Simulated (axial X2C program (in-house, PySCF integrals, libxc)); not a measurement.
## ZrP⁻: cheaper levels and CCSD(T), two-component

Computed with an axial X2C code built on PySCF integrals. Two-component (2c) means X2C with spin–orbit coupling and atomic mean-field two-electron Coulomb and Gaunt terms. Basis: Zr dyall-acv3z [12s13p10d6f3g], P dyall-av3z [9s8p3d2f] (cores contracted in-house); Gaussian nuclei, density fitting, unrestricted open shells. Masses: Zr 89.905 u, P 30.974 u.

State: Ω = 0 (closed shell); fragments Zr + P- for PBE0, CCSD, PBEsol, CCSD(T); Zr- + P for HF.

```tsv
level	Re (Å)	ωe (cm⁻¹)
PBE0	2.195	540.1
HF	2.195	566.7
CCSD	2.223	529.5
PBEsol	2.207	519.0
```

Correlated methods: 10 electrons correlated (number of frozen shells: Zr 4 s, 3 p, 1 d; P 2 s, 1 p), 328 virtual spin orbitals or spinors in MP2, 90 natural virtuals in coupled cluster.

CCSD(T), same Hamiltonian and basis:

Re = 2.250 Å, ωe = 494.5 cm⁻¹; T1 = 0.046 (Lee–Taylor normalisation).

**Question.** Give the differences from CCSD(T) in the columns below.

**Answer.** 

```json
{"level": "PBE0", "ΔRe (Å)": "-0.055", "Δωe (cm⁻¹)": "46"}
{"level": "HF", "ΔRe (Å)": "-0.055", "Δωe (cm⁻¹)": "72"}
{"level": "CCSD", "ΔRe (Å)": "-0.027", "Δωe (cm⁻¹)": "35"}
{"level": "PBEsol", "ΔRe (Å)": "-0.043", "Δωe (cm⁻¹)": "24"}
```

Occupations by symmetry block were frozen at the best pattern of an incomplete PBE0 search. The closed shell is kept restricted, so the energy runs too high when the bond is stretched far. De is not given where an atomic determinant may have missed its ground term or J level, or where the truncated virtual space spoils (T). Coupled cluster ran in a truncated set of natural virtual spinors; the MP2 energy of the rest was added. (T) has no such correction and the atoms are truncated less, which lowers De at CCSD(T) by a hundredth of an eV or more. Other states lie close and PBE0, whose exact exchange favours high spin, may order them wrongly; the determinant shown need not be the ground state. The nearest other 2c determinant of the search, Ω = 1, lies 0.41 eV up at the distance of the search. The functionals have no current-density term, which raises determinants with orbital currents, atoms included. The outer-core s and p shells of the metal are frozen in the correlated rows, which leaves out core–valence correlation; for alkali and alkaline-earth bonds that tends to lengthen them. The highest occupied level of some functionals is positive through self-interaction error; at Hartree–Fock it is bound. The T1 diagnostic is large, a sign of multireference character. With the outer-core shells frozen, correlated bond lengths of heavy atoms tend to come out a few hundredths of an ångström too long.
